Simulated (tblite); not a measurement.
C6H5O3 (doublet state).
Geometry (GFN2-xTB, Å), atoms numbered from 1 in this order:
```
atom  x, y, z in Å
C1    -0.698    1.887    0.303
C2    -0.377    0.767    0.005
C3     0.071   -0.533   -0.363
C4     1.313   -0.644   -0.842
O5     2.432    0.038   -0.700
C6     2.809    0.555    0.490
O7     2.168    0.534    1.500
O8    -0.797   -1.573   -0.418
C9    -2.167   -1.263   -0.293
H10   -0.989    2.853    0.592
H11    3.813    0.986    0.373
H12   -2.691   -2.216   -0.351
H13   -2.383   -0.783    0.666
H14   -2.504   -0.608   -1.103
```

Computed values, GFN2-xTB/tblite, gas phase, harmonic and unscaled. The method is semi-empirical: single wavenumbers can be off by several per cent or more. One conformer, not necessarily the lowest. Open shells enter through the occupations alone, without spin polarisation, and single modes of such species can be off by tens of per cent.

Harmonic wavenumbers (cm⁻¹): 61.3, 68.3, 92.9, 113.4, 151.9, 167.6, 234.0, 283.7, 351.0, 378.7, 451.4, 504.2, 554.9, 638.8, 670.5, 754.4, 774.8, 876.6, 983.3, 1043.5, 1105.1, 1125.9, 1161.6, 1234.9, 1328.2, 1404.1, 1460.7, 1472.0, 1615.6, 1742.9, 2214.5, 2863.8, 2943.0, 2958.6, 3038.1, 3386.1.

A = 2958, B = 1173, C = 967.8 MHz; mass 125.024 u (most abundant isotopes); point group C1, symmetry number 1; spin multiplicity 2.

**Question.** What is the zero-point energy?

**Answer.** ½Σν̃ = 20105 cm⁻¹ = 57.48 kcal/mol.

**Question.** What is S at 273.15 K and 1 bar for an ideal gas of classical rigid rotors and harmonic oscillators?

**Answer.** Translation 39.97, rotation 28.69, vibration 27.53, spin (R ln 2) 1.38: S = 97.6 cal/(mol K).

**Question.** And Cp and H(273.15 K) − H(0)?

**Answer.** Cp = 34.05 cal/(mol K), of which vibrations give 26.10 (their classical limit is 36 R = 71.5); H(273.15 K) − H(0) = 6.09 kcal/mol without the zero-point energy, 3.92 from vibrations.

**Question.** Which modes carry the vibrational entropy at 273.15 K?

**Answer.** 61.3 cm⁻¹: 4.24; 68.3 cm⁻¹: 4.03; 92.9 cm⁻¹: 3.43; 113.4 cm⁻¹: 3.04; 151.9 cm⁻¹: 2.48; 167.6 cm⁻¹: 2.30 cal/(mol K); the other 30 give 8.01 together.

**Question.** Blend soft modes into free rotors: weight 1/[1 + (100 cm⁻¹/ν̃)⁴] for the oscillator and the rest for a rotor with moment μB/(μ + B), μ = h/(8π²ν), B = 10⁻⁴⁴ kg m². What vibrational entropy results?

**Answer.** 25.45 cal/(mol K) in place of 27.53, which changes −T·S at 273.15 K by +0.57 kcal/mol.

**Question.** What must be added to the electronic energy to get the Gibbs energy at 273.15 K and 1 bar?

**Answer.** ZPE + [H(273.15 K) − H(0)] − T·S = 57.48 + 6.09 − 26.65 = 36.92 kcal/mol.

Hindered rotation and anharmonicity are outside this model. Other conformers, if any are populated, would add a mixing term that is left out. The structure is chiral; the term R ln 2 for an equal mix with its mirror image is left out.
